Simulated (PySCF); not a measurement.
TaOCl3, SMILES [Ta](=[O])([Cl])([Cl])[Cl], multiplicity 1.

Geometry: r2SCAN-D4/def2-SVP. The spin state was assumed, not searched. The isomer is the one that the SMILES or the coordinates give; other isomers of the formula were not compared. The def2 effective core potentials stand for the cores of Ta; spin–orbit coupling is left out.

Two levels are set side by side: TDA-PBE/def2-SVPD (PySCF) and TDA-LC-ωPBE/def2-SVPD (PySCF). Vertical, same geometry. The lowest singlet is HOMO→LUMO+1 50 %, HOMO−1→LUMO 50 % with PBE and HOMO−1→LUMO 47 %, HOMO→LUMO+1 47 % with the other functional; states are paired by order. Differences are taken from unrounded values.

```json
[
 {"quantity": "lowest singlet excitation (eV)", "TDA-LC-ωPBE": "5.63", "TDA-PBE": "4.70", "TDA-PBE minus TDA-LC-ωPBE": "-0.92"},
 {"quantity": "lowest triplet excitation (TDA) (eV)", "TDA-LC-ωPBE": "5.48", "TDA-PBE": "4.54", "TDA-PBE minus TDA-LC-ωPBE": "-0.94"}
]
```

Functionals without exact exchange tend to place singlet excitations lower, as here. Differences between two approximate levels are no errors against the true value.

Rough cost on one machine, each run with all the roots and properties that it gave: TDA-LC-ωPBE against TDA-PBE about 2 times.
